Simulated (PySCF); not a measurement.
Be2O, SMILES [Be][O][Be] (connectivity only; charge and spin as stated), neutral, multiplicity 1.

Coordinates come from a B3LYP-D3(BJ)/def2-TZVPD optimisation. A frequency run showed that this geometry is not a minimum.

Two levels are set side by side: TDA-PBE/def2-TZVPD (PySCF) and TDA-PBE0/def2-TZVPD (PySCF). Vertical, same geometry. The lowest singlet is HOMO→LUMO+2 96 % with PBE and HOMO→LUMO 82 % with the other functional; states are paired by order. Differences are taken from unrounded values.

| quantity | TDA-PBE |
|---|---|
| lowest singlet excitation (eV) | 3.77 |
| lowest triplet excitation (TDA) (eV) | 2.51 |
| first bright state (f over 0.05) (eV) | 3.77 |
| its oscillator strength | 1.66 |

Task: These are the TDA-PBE values. What does TDA-PBE0 give? (Estimate from the structure and the level; the computed values follow.)

Result: 
```csv
quantity,TDA-PBE0,TDA-PBE minus TDA-PBE0
lowest singlet excitation (eV),3.50,0.27
lowest triplet excitation (TDA) (eV),2.51,0.00
first bright state (f over 0.05) (eV),3.50,0.28
its oscillator strength,1.75,-0.09
```

Rough cost on one machine, each run with all the roots and properties that it gave: TDA-PBE0 against TDA-PBE within a factor of 2.
